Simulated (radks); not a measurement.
Coulomb parameter of the 5d shell of the platinum ion Pt3+ in the model configuration [Xe] 4f14 5d6 6p1, as a second difference U = [E(n + 0.25) + E(n - 0.25) - 2 E(n)] / (0.25)^2 with all orbitals relaxed. "Bare": the charge of the atom changes with n. "Screened": the 6p shell takes up the change at fixed total charge, which measures U(5d,5d) + U(6p,6p) - 2 U(5d,6p). Calculated with a radial shooting solver on a logarithmic mesh with Libxc functionals: scalar-relativistic Kohn-Sham, SCAN, spin-unpolarised, spherical densities, finite nucleus; meta-GGA in the generalised Kohn-Sham scheme; Fermi nuclear charge, rms radius 5.427 fm. Estimate both.

Answer. U(bare) = 13.637 eV, U(screened by 6p) = 2.157 eV, against the Slater integral F0(5d,5d) = 16.989 eV with frozen orbitals.
